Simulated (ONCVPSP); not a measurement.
Building the ONCV potential for dysprosium (PBEsol, scalar-relativistic).

```
Element                 : Dy (Z = 66)
Generator               : ONCVPSP 4.0.1
Type                    : optimised norm-conserving Vanderbilt (ONCV)
Functional              : PBEsol
Relativity              : scalar-relativistic
Frozen core             : [Kr] 4d10 4f9
Valence charge          : 11
Reference configuration : 5s2 5p6 5d1 6s1 (charge +1)
Partial waves           : 5s+6s: rc 1.95 bohr, ncon 4, nbas 7, qcut 5.8 1/bohr, 2 projectors; 5p: rc 2.05 bohr, ncon 5, nbas 9, qcut 6 1/bohr, 2 projectors, debl 2 Ha; 5d: rc 3.00 bohr, ncon 4, nbas 9, qcut 6.1 1/bohr, 2 projectors, debl 1.9 Ha
Local potential         : polynomial inside 1.70 bohr (lpopt 3, dvloc0 6 Ha)
Core correction         : Teter function, fcfact 4.75, rcfact 1.6
```

All-electron outer shells of the reference configuration (PBEsol, scalar-relativistic, ld1.x):

```tsv
shell	level (eV)	outermost node (bohr)	outermost maximum (bohr)
5s	-59.34	0.63	1.14
5p	-35.00	0.67	1.30
4f	-15.70	–	0.53
6s	-9.55	1.54	3.11
5d	-8.30	0.76	1.89
```

Results:

```json
{
 "Cutoffs needed": "13 Ha and 17 Ha (the cutoffs (Ha) at which the residual kinetic energy of the hardest occupied pseudo-wave falls to 1 and 0.1 mHa per electron)",
 "Ghost test": "no bound ghost flagged; no localised positive-energy state flagged",
 "Largest excitation error": "-96 meV (all-electron minus pseudo) for 5s2 5p6 5d0 6s0, out of 4 test configurations",
 "rms error of d²Exc/dni dnj": "5.81 mHa without and 1.94 mHa with the model core"
}
```

Generation and tests took about 5.7 s on one core of a shared server CPU.
